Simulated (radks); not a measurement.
Results of a calculation; reference values are marked as such.
Problem. The mean radii <r> (bohr) of the occupied orbitals of an atom or ion are listed with their occupations. Level of theory: Dirac Kohn-Sham, PBEsol, spin-unpolarised, spherical densities, finite nucleus; Fermi nuclear charge, rms radius of each element as measured or else 0.836 A^(1/3) + 0.57 fm (a radial shooting solver on a logarithmic mesh with Libxc functionals).

| orbital | occ. | <r> |
|---|---|---|
| 1s1/2 | 2 | 0.03708 |
| 2s1/2 | 2 | 0.1624 |
| 2p1/2 | 2 | 0.1387 |
| 2p3/2 | 4 | 0.1431 |
| 3s1/2 | 2 | 0.4586 |
| 3p1/2 | 2 | 0.4552 |
| 3p3/2 | 4 | 0.4657 |
| 3d3/2 | 4 | 0.4506 |
| 3d5/2 | 6 | 0.4542 |
| 4s1/2 | 2 | 1.213 |
| 4p1/2 | 2 | 1.348 |
| 4p3/2 | 4 | 1.380 |
| 5s1/2 | 2 | 3.714 |
| 4d3/2 | 2 | 2.286 |

Name the element and its charge. Open shells, if any, fill j = l - 1/2 first.

Solution. Z = 40, zirconium, charge 0: Zr in [Kr] 4d2 5s2. The 1s radius gives Z: for a bare nucleus <r> = (2 gamma + 1)/(2Z) with gamma = sqrt(1 - (Z/c)^2), 0.03641 bohr for Z = 40, and screening makes it slightly larger (0.03708 here). The occupations add up to 40, and the charge is Z minus that.
